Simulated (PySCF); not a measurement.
A basis-limit estimate, worked out

An elementary step of BH₄OF₃, closed shell (BHF₂ ([F][BH][F]) + H₂O + HF → BHOF₂ ([OH][B]([F])[F]) + HF + H₂; B–H, H–O, H–F broken or loosened, B–O, H–H, H–F formed or tightened). “Start” and “end” are the PBE0-D4/def2-TZVP structures reached by relaxing down either side of its saddle point, with the molecules still in contact.

Computed with PySCF 2.14 with density fitting (its default auxiliary sets; JK sets also for MP2 and CCSD(T)) (basis: def2-TZVPP and def2-QZVPP); correlated methods freeze the cores.

Energies in eV:

| quantity | end | start |
| --- | --- | --- |
| Hartree–Fock, triple zeta (X = 3) | -10899.23264 | -10898.14326 |
| Hartree–Fock, quadruple zeta (X = 4) | -10899.74831 | -10898.62991 |
| MP2 correlation, X = 3 | -30.82155 | -31.12779 |
| MP2 correlation, X = 4 | -33.68459 | -33.99263 |
| CCSD(T) correlation, X = 3 | -32.13324 | -32.45893 |

**Question.** Work out the step energy at the basis limit: extrapolate Hartree–Fock as E(X) = E∞ + A exp(−7.88 √X) and the MP2 correlation as E(X) = E∞ + B X^−2.97 (the exponents that Neese and Valeev fitted for def2-TZVPP and QZVPP), then add CCSD(T) − MP2 in triple zeta.

**Answer.** Each step is linear, so take the differences first (end − start): Hartree–Fock -1.08938 (X = 3) and -1.11840 (X = 4); MP2 correlation 0.30624 and 0.30804; CCSD(T) correlation 0.32569.
Two points give E∞ = E(4) + w [E(4) − E(3)], with w = 1/(exp(7.88 (2 − √3)) − 1) = 0.1377 for Hartree–Fock and w = 1/((4/3)^2.97 − 1) = 0.7407 for the correlation.
Hartree–Fock: -1.11840 + 0.1377 × (-0.02902) = -1.1224 eV.
MP2 correlation: 0.30804 + 0.7407 × 0.00180 = 0.3094 eV.
CCSD(T) − MP2: 0.32569 − 0.30624 = 0.0194 eV.
Sum: -1.1224 + 0.3094 + 0.0194 = -0.7936 eV, or -18.30 kcal/mol. Plain CCSD(T) in triple zeta gives -0.7637 eV, so the larger basis shifts the result by -0.0299 eV.

The T1 diagnostic stays at or below 0.012.

Labels in which every atom is bracketed show which atoms are joined, not bond orders.

For scale, one of the runs: CCSD(T)/def2-TZVPP, 211 basis functions, launched by `OMP_NUM_THREADS=4 python run.py`. The run took 22 min on 4 CPU threads of an Intel Xeon (shared host), with 4.2 GiB of host memory at its peak.
